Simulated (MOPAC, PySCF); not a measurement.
CH₃B₃, SMILES `B=BB=C`, neutral singlet in the gas phase. 

Cartesian coordinates (Å):
```xyz
7

B      2.5226     0.1839     0.4753
B      1.0235     0.0749     0.1939
B     -0.4815    -0.0348    -0.0883
C     -1.8634    -0.1358    -0.3471
H      3.6767     0.2676     0.6921
H     -2.2609    -0.6335    -1.2274
H     -2.6169     0.2777     0.3178
```
Charge 0, multiplicity 1.

All levels are single points at this geometry (PBE0-D3(BJ)/def2-TZVP); Pople sets use spherical d functions. Orbital energies aren't observables, and empty levels follow the basis.

ωB97X-D3(BJ)/def2-TZVP in PySCF gives gap (eV) = 6.48.

Task: Estimate the gap (eV) from each of these levels: PBE-D3(BJ)/def2-TZVP in PySCF; PBE0-D3(BJ)/def2-TZVP in PySCF; B3LYP/3-21G in PySCF; B3LYP/6-311+G** in PySCF; HF/STO-3G in PySCF; PM3 in MOPAC; PM6 in MOPAC; PM7 in MOPAC.

Result: 
| level | gap (eV) |
|---|---|
| PBE-D3(BJ)/def2-TZVP in PySCF | 0.34 |
| PBE0-D3(BJ)/def2-TZVP in PySCF | 2.10 |
| B3LYP/3-21G in PySCF | 1.78 |
| B3LYP/6-311+G** in PySCF | 1.75 |
| HF/STO-3G in PySCF | 9.32 |
| PM3 in MOPAC | 7.93 |
| PM6 in MOPAC | 5.15 |
| PM7 in MOPAC | 6.73 |
